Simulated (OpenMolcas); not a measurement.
**Au3+ in Cs2NaYF6: curves along the breathing mode**

Au3+ with its 6 nearest fluoride ions, on the Y site of Cs2NaYF6 (a = 9.075 Å, distance in the model lattice 2.178 Å). The rest of the host is ab initio model potentials to 7.6 Å, with orthogonalisation functions on the cations behind the ligands, and point charges beyond; the distance is set by hand and nothing relaxes. Ligand basis ANO-RCC-VDZP.

* Program: OpenMolcas
* Method: SS-CASPT2, IPEA 0.25 Eh, imaginary shift 0.1 Eh (closed shells correlated: 5s 5p and the ligand valence shells)
* Basis: ANO-RCC-VDZP [7s6p4d2f]
* Scalar Hamiltonian: DKH2, point nucleus
* Active space: 8 electrons in 5 orbitals (5d)
* State averaging: 2S+1 = 3 even, 10 roots; 2S+1 = 1 even, 15 roots
* Spin-orbit coupling: RASSI with atomic mean-field integrals over the reference wave functions

Spin-free energies (labels of O, the rotations of Oh) in cm-1 above the lowest fitted minimum, as all ligands move together:

```json
{"R (Å)": "2.023", "3A2": "1840", "1E": "8370", "3T1": "35470", "3T1(2)": "58850", "1E(2)": "64700"}
{"R (Å)": "2.071", "3A2": "60", "1E": "6290", "3T1": "31560", "3T1(2)": "53180", "1E(2)": "58790"}
{"R (Å)": "2.119", "3A2": "470", "1E": "6310", "3T1": "30140", "3T1(2)": "50320", "1E(2)": "55690"}
{"R (Å)": "2.166", "3A2": "2590", "1E": "8020", "3T1": "30700", "3T1(2)": "49770", "1E(2)": "54810"}
{"R (Å)": "2.214", "3A2": "6150", "1E": "11140", "3T1": "32870", "3T1(2)": "51060", "1E(2)": "55680"}
{"R (Å)": "2.262", "3A2": "10830", "1E": "15340", "3T1": "36320", "3T1(2)": "53910", "1E(2)": "57970"}
{"R (Å)": "2.309", "3A2": "16290", "1E": "20170", "3T1": "40750", "3T1(2)": "57920", "1E(2)": "61260"}
```

Cubic fits give the following; the wavenumber is harmonic, with the mass of all moving ligands, small differences in it between states hang on the degree of the fit, a number in brackets counts states of one label, and the table is a selection of at most 14 states with clean curves.

```
 State  R0 (Å)  Breathing mode (cm-1)  Minimum (cm-1)
   3A2   2.086                    508               0
    1E   2.094                    496            6060
   3T1   2.128                    501           30100
3T1(2)   2.156                    510           49690
 1E(2)   2.165                    488           54770
```

The minimum of 3T1 is shifted by +0.0429 Å against 3A2 (from the unrounded fits). With M = 114.0 u for the moving shell, the Huang-Rhys factor in this mode is S = M ω ΔR² / 2ħ = 0.01483 × 114.0 × 508 × 0.0429² = 1.58. Only the first shell moves, against a rigid host.

Roots that are degenerate in the reference are averaged as groups; the widest CASPT2 spread within a group is 2400 cm-1 (the 3-fold group of multiplicity 1 near 21900 cm-1 above the lowest state of its run, R = 2.309). Shifts and gaps below about the spread of the groups concerned are not significant. Over all roots computed the reference weight is 0.69 to 0.71 in R = 2.023, 0.69 to 0.71 in R = 2.071, 0.68 to 0.71 in R = 2.119, 0.67 to 0.71 in R = 2.166, 0.66 to 0.70 in R = 2.214, 0.65 to 0.70 in R = 2.262, 0.64 to 0.70 in R = 2.309; the roots of lowest weight are the least certain, and an intruder state may touch them. Real 4d8 and 5d8 ions are as a rule square planar and diamagnetic. Ligand-to-metal charge-transfer states are missing. With no ligand orbital active B as a rule stays too high, so bands that hang on it stand too high and its fall with covalency is understated. With one d shell and no ligand orbital active, 10Dq can be off by a tenth or more. The least metal-like active orbital is 75 % on the metal (Löwdin) and no ligand orbital is active, so the numbers are rough (holds for R = 2.023; R = 2.071; R = 2.214; R = 2.262). The least metal-like active orbital is 76 % on the metal (Löwdin) and no ligand orbital is active, so the numbers are rough (holds for R = 2.119; R = 2.166). The least metal-like active orbital is 74 % on the metal (Löwdin) and no ligand orbital is active, so the numbers are rough (holds for R = 2.309). No measured value stands beside these numbers.
